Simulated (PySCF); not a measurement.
C₄H₈ClF. Atoms are numbered in the order given.

```xyz
14

C     -0.4171     1.9316    -0.6315
C     -0.1519     0.4784    -0.9969
C     -1.4311    -0.3272    -1.1758
C      0.8000    -0.1773    -0.0127
F      1.1115    -1.4296    -0.4236
Cl     0.1060    -0.2791     1.6379
H     -0.9634     1.9996     0.3214
H      0.5173     2.5054    -0.5283
H     -1.0246     2.4167    -1.4093
H      0.4105     0.4538    -1.9491
H     -2.0482     0.1068    -1.9760
H     -2.0228    -0.3287    -0.2479
H     -1.2072    -1.3703    -1.4400
H      1.7341     0.3951     0.0973
```
Charge 0, spin multiplicity 1.

Geometry optimised at PBE0-D3(BJ)/def2-SVP. One conformer was computed; it need not be the lowest.

Level of theory: PBE/pcSseg-1 (PySCF).

GIAO shieldings, no solvent; atoms listed in one row are averaged. δ = σ(ref) − σ: ¹³C against TMS (σ = 182.0 ppm); ¹⁹F against CFCl3 (σ = 133.6 ppm); ³⁵Cl against HCl (σ = 936.5 ppm); ¹H against TMS (σ = 31.49 ppm), references at their B3LYP-D3(BJ)/def2-TZVP geometries, non-relativistic (without spin–orbit terms, shifts of atoms bonded to Cl or Br come out too high).

```
nucleus          atoms  count  δ (ppm)
-------  -------------  -----  -------
¹³C                 C4      1    121.7
¹³C                 C2      1     42.0
¹³C                 C1      1     21.8
¹³C                 C3      1     16.2
¹⁹F                 F5      1   -167.0
³⁵Cl               Cl6      1    196.8
¹H                 H14      1     6.59
¹H                 H10      1     2.27
¹H       H11, H12, H13      3     1.35
¹H          H7, H8, H9      3     1.18
```
